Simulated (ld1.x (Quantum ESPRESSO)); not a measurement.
## What the settings do to the TM potential of Ru (Z = 44)

Base potential:

- Element: Ru (Z = 44)
- Generator: ld1.x (Quantum ESPRESSO) 7.5
- Type: norm-conserving Troullier–Martins (Kleinman–Bylander form)
- Functional: PBE
- Relativity: scalar-relativistic
- Frozen core: [Kr]
- Valence charge: 8
- Reference configuration: 4d6 5s0 5p0 (charge +2)
- Partial waves: 5s (bound, empty): rc 2.65 bohr; 4d (bound): rc 1.30 bohr; 5p (bound, empty): rc 2.15 bohr
- Local potential: the p channel
- Core correction: Bessel-smoothed model core, default radius (core density twice the valence density)

All-electron outer shells of the reference configuration (PBE, scalar-relativistic, ld1.x):

| shell | level (eV) | outermost node (bohr) | outermost maximum (bohr) |
| --- | --- | --- | --- |
| 4p | -66.41 | 0.49 | 0.98 |
| 4d | -24.14 | 0.48 | 1.20 |
| 5s | -19.07 | 1.22 | 2.44 |
| 5p | -13.46 | 1.37 | 2.90 |

Cutoffs, loose and tight: the cutoffs (Ry, on a coarse ladder) from which the occupation-weighted sum of valence levels, in a spherical-Bessel basis at the reference potential, stays within 10 and 1 mRy of its value at 400 Ry. They do not see the model core or the augmentation charge, which bear on the density cutoff. Test errors are all-electron minus pseudo excitation energies from the reference, over the configurations 4d7 5s1 5p0; 4d7 5s0 5p0; 4d5 5s0 5p0; 4d4 5s0 5p0; 4d6 5s1 5p0; 4d7 5s0 5p1; 4d6 5s2 5p0. A dash means not determined; rows that change the core or the reference have their own tests.

A true bound ghost makes a file unfit for plane-wave use even where its test errors are small: the radial tests pick states by their node count and pass the ghost by.

The default core radius of the base comes out at 1.12 bohr.

| change | outcome | cutoff, loose | cutoff, tight | bound ghosts | largest test error (meV) |
| --- | --- | --- | --- | --- | --- |
| base | generated | 60 Ry | 70 Ry | s | -1209 |
| type ultrasoft; waves now 5s (bound): rcut 2.30, rcutus 2.65 bohr; 5s channel at -0.9 Ry: rcut 2.30, rcutus 2.65 bohr; 5p (bound): rcut 1.85, rcutus 2.15 bohr; 5p channel at -0.1 Ry: rcut 1.85, rcutus 2.15 bohr; 4d (bound): rcut 1.15, rcutus 1.30 bohr; 4d channel at -1.45 Ry: rcut 1.15, rcutus 1.30 bohr; local potential all-electron potential smoothed inside 2.45 bohr (lloc = -1); augmentation built from norm-conserving waves at rcut, not smoothed further | generated | 60 Ry | 100 Ry | p | test run stopped at test 1 of 7 (negative rho) |
| all radii but the core radius scaled by about 1.42 (s 3.76, p 3.04, d 1.84 bohr) | generated | 50 Ry | 55 Ry | none | -1259 |
| fully relativistic | generated | 60 Ry | 70 Ry | s | -1202 |
| core correction Bessel-smoothed model core inside 1.18 bohr | generated | 60 Ry | 70 Ry | s | -1209 |
| functional LDA (PZ) | generated | 60 Ry | 70 Ry | s | -1172 |
| wave 4d (bound): rc 1.30 bohr becomes 4d (bound): rc 1.38 bohr | generated | 55 Ry | 70 Ry | s | -1208 |
| wave 5s (bound): rc 2.65 bohr becomes 5s (bound): rc 2.66 bohr | generated | 60 Ry | 70 Ry | s | -1209 |
| core [Ar] 3d10, valence charge 16; reference 4s2 4p6 4d7 5s0 5p0; waves now 4s (bound): rc 1.05 bohr; 4p (bound): rc 1.10 bohr; 4d (bound): rc 1.95 bohr; local potential the d channel | generated | 140 Ry | 230 Ry | none | -99 |
| local potential the s channel | generated | 60 Ry | 70 Ry | p | -1125 |
| wave 5p (bound): rc 2.15 bohr becomes 5p (bound): rc 2.72 bohr | generated | 60 Ry | 70 Ry | none | -1293 |
| type RRKJ; local potential the s channel | generated | 80 Ry | 110 Ry | p | -1114 |

Q: What comes out with this change to the base: reference 4d7.5 5s0.5 5p0?

A: outcome: generated; cutoff, loose: 60 Ry; cutoff, tight: 70 Ry; bound ghosts: s; largest test error (meV): -288.
